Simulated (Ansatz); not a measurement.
Program: Ansatz. Geometries: PBE0-D4/def2-TZVP. ΔE: electronic, gas phase. CCSD(T)/CBS adds triple-zeta CCSD(T) − MP2 to the extrapolated MP2 energy (def2 sets, frozen cores). This one scheme is used for every species. For Se outer-core shells are correlated without core-valence functions, which leaves a few kJ/mol of doubt a bond. Scalar relativity is left out up to krypton. One conformer a species, not always the lowest.

`[CH3][AlH][CH3]` + `C[SeH]` → `[CH3][AlH][Se]C` + CH₄  (ligand exchange at the Al–C bond)

| species | CCSD(T)/CBS(def2) energy (Eh) |
| --- | --- |
| `[CH3][AlH][CH3]` | -322.33576 |
| `C[SeH]` | -2441.15625 |
| `[CH3][AlH][Se]C` | -2723.08099 |
| CH₄ | -40.46206 |

**Question.** Work out ΔE.

**Answer.** ΔE = (-2723.08099) + (-40.46206) − (-322.33576) − (-2441.15625) = -0.05104 Eh = -32.0 kcal/mol.

Largest T1 diagnostic among the species: 0.010.

Leaving LDA and LC-ωPBE aside and taking each functional with its dispersion term where it has one, the values, not all of them listed here, spread over 1.9 kcal/mol, from BHLYP-D4 to CAM-B3LYP-D4. The D4 term adds −1.4 kcal/mol with B3LYP and −0.8 kcal/mol with PBE0; it sums over pairs of atoms, weighted by their polarisabilities, and B3LYP, whose exchange is more repulsive, gets the larger term.

B3LYP here is the variant with VWN-RPA as its local correlation; programs differ in this.
